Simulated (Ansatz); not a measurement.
Born–Oppenheimer molecular dynamics of CH$_{4}$OSi$_{2}$ (8 atoms, charge 0, multiplicity 1). It goes on from the last frame of an earlier run, with new velocities.

These are results of RKS PBE0-D4/def2-SVP (Ansatz), not measurements.

* ensemble: NVT, Langevin thermostat
* time step: 0.5 fs
* steps asked: 100
* set temperature: 400 K
* friction: 0.01 /fs
* seed: 952685

First frame:

```xyz
8
Properties=species:S:1:pos:R:3
O -0.457 1.178 -1.395
C -0.280 0.449 -0.329
Si 0.561 0.378 1.187
Si -0.064 -1.345 0.016
H -0.069 2.012 -1.315
H 1.827 1.184 1.455
H 0.683 -2.236 -0.875
H -1.390 -2.137 0.332
```

How far do the bonds stretch over the last three quarters of this one trajectory? (Pairs bonded in most of those frames.)


```csv
bond,mean (Å),spread (Å),shortest,longest
O1–C2,1.341,0.029,1.29,1.38
O1–H5,0.985,0.061,0.88,1.07
C2–Si3,1.797,0.034,1.75,1.85
C2–Si4,1.889,0.036,1.83,1.94
Si3–Si4,2.329,0.037,2.24,2.37
Si3–H6,1.517,0.049,1.42,1.61
Si4–H7,1.498,0.027,1.46,1.55
Si4–H8,1.506,0.039,1.43,1.58
```

Mean temperature of the second half: 392 K. A run of 0.05 ps of so small a system gives no equilibrium averages.

Time of the run: 4.9 min on 1 thread of Arm Neoverse V1, on a shared host, peak memory 0.15 GiB.
